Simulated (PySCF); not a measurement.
**Ni: excitation energy**

Ni [Ar] 3d8 4s2 (3F) → Ni [Ar] 3d9 4s1 (3D), as a difference of total energies. Computed with PySCF 2.14 in aug-cc-pVTZ (8s7p5d3f2g, 93 functions), with no relativity, point nucleus. Correlated levels: valence: [Ar] frozen. The calculations carry no spin-orbit coupling.

```tsv
method	excitation energy (cm⁻¹)
UHF	11212
PBE	-7180.3
PBE0	-3269.6
r2SCAN	-1920.6
revPBE	-7112.3
MN15	-11492
M06-2X	-1504.9
PBEsol	-8622.6
MP2 (valence)	-6761.5
SCS-MP2 (valence)	-3725.5
```

A first-order spin-orbit estimate (lowest level to lowest level, LS coupling) adds 0.049 eV.
